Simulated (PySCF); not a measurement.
Deuteron quadrupole couplings in `C=C[SiH2][C@H](C)[SiH3]`

Compound: C4H12Si2.
Numbering: `[CH2:1]=[CH:2][SiH2:3][C@H:4]([CH3:5])[SiH3:6]` (hydrogens: H7, H8 on C1; H9 on C2; H10, H11 on Si3; H12 on C4; H13, H14, H15 on C5; H16, H17, H18 on Si6)

Geometry (GFN2-xTB, Å), atoms numbered from 1 in this order:
```
atom  x, y, z in Å
C1     2.2169    1.2547    1.8988
C2     1.5867    1.2299    0.7358
Si3    1.1367   -0.3283   -0.2164
C4    -0.7452   -0.6428   -0.1072
C5    -1.1317   -1.8531   -0.9582
Si6   -1.8072    0.8732   -0.5596
H7     2.5334    0.3478    2.3887
H8     2.4498    2.1720    2.4190
H9     1.2984    2.1752    0.2906
H10    1.8582   -1.4820    0.3425
H11    1.5289   -0.1561   -1.6233
H12   -0.9708   -0.8881    0.9370
H13   -0.5604   -2.7348   -0.6698
H14   -0.9370   -1.6609   -2.0117
H15   -2.1906   -2.0876   -0.8503
H16   -1.4564    1.3522   -1.8989
H17   -1.5936    1.9378    0.4225
H18   -3.2250    0.4972   -0.5512
```

Level: PBE0/pcSseg-1 (PySCF, non-relativistic); Q(2H) = 0.00286 b; rigid geometry, the same for H and D, with no vibrational averaging.

Question: Rank these positions by the coupling χzz of a deuteron there, largest first.
A. H7 (vinylic hydrogen)
B. H9 (vinylic hydrogen)
C. H16 (Si–H hydrogen)
D. H14 (methyl hydrogen)

Answer: A (223 kHz), B (219 kHz), D (210 kHz), C (109 kHz).

Tabulate Vzz, the asymmetry η and χzz = 234.96 MHz × Q × Vzz for every hydrogen position.

```json
{"atom": "H7", "bonded to": "C1", "bond length (Å)": "1.078", "Vzz (au)": "0.3324", "η": "0.04", "χzz (kHz)": "223"}
{"atom": "H8", "bonded to": "C1", "bond length (Å)": "1.080", "Vzz (au)": "0.3304", "η": "0.04", "χzz (kHz)": "222"}
{"atom": "H9", "bonded to": "C2", "bond length (Å)": "1.084", "Vzz (au)": "0.3257", "η": "0.04", "χzz (kHz)": "219"}
{"atom": "H10", "bonded to": "Si3", "bond length (Å)": "1.471", "Vzz (au)": "0.1578", "η": "0.02", "χzz (kHz)": "106"}
{"atom": "H11", "bonded to": "Si3", "bond length (Å)": "1.471", "Vzz (au)": "0.1583", "η": "0.00", "χzz (kHz)": "106"}
{"atom": "H12", "bonded to": "C4", "bond length (Å)": "1.096", "Vzz (au)": "0.3063", "η": "0.03", "χzz (kHz)": "206"}
{"atom": "H13", "bonded to": "C5", "bond length (Å)": "1.090", "Vzz (au)": "0.3111", "η": "0.03", "χzz (kHz)": "209"}
{"atom": "H14", "bonded to": "C5", "bond length (Å)": "1.088", "Vzz (au)": "0.3119", "η": "0.02", "χzz (kHz)": "210"}
{"atom": "H15", "bonded to": "C5", "bond length (Å)": "1.090", "Vzz (au)": "0.3105", "η": "0.02", "χzz (kHz)": "209"}
{"atom": "H16", "bonded to": "Si6", "bond length (Å)": "1.465", "Vzz (au)": "0.1626", "η": "0.01", "χzz (kHz)": "109"}
{"atom": "H17", "bonded to": "Si6", "bond length (Å)": "1.464", "Vzz (au)": "0.1631", "η": "0.00", "χzz (kHz)": "110"}
{"atom": "H18", "bonded to": "Si6", "bond length (Å)": "1.467", "Vzz (au)": "0.1611", "η": "0.01", "χzz (kHz)": "108"}
```

Average by the element that carries the hydrogen.

on C: 214 kHz over 7 positions, mean bond length 1.087 Å; on Si: 108 kHz over 5 positions, mean bond length 1.468 Å.

How does χzz go with the bond length over the 7 C–H bonds?

A straight-line fit has a slope of -11.2 kHz for each 0.01 Å, with a correlation coefficient of -0.97, over lengths from 1.078 to 1.096 Å. The longer bonds have the smaller couplings here.

Isolated species at its GFN2-xTB geometry (one conformer only). GFN2-xTB bond lengths can be off by several hundredths of an ångström, more for odd bonds, and the gradients follow them. With a basis this small, the couplings can be 20 % off.

These values come from a run that also computed NMR shieldings. Hardware: an Arm Neoverse V1 with one thread, shared host with 32 logical CPUs at a one-minute load of 29. Cost: 35 s wall, 0.75 GiB resident at most.
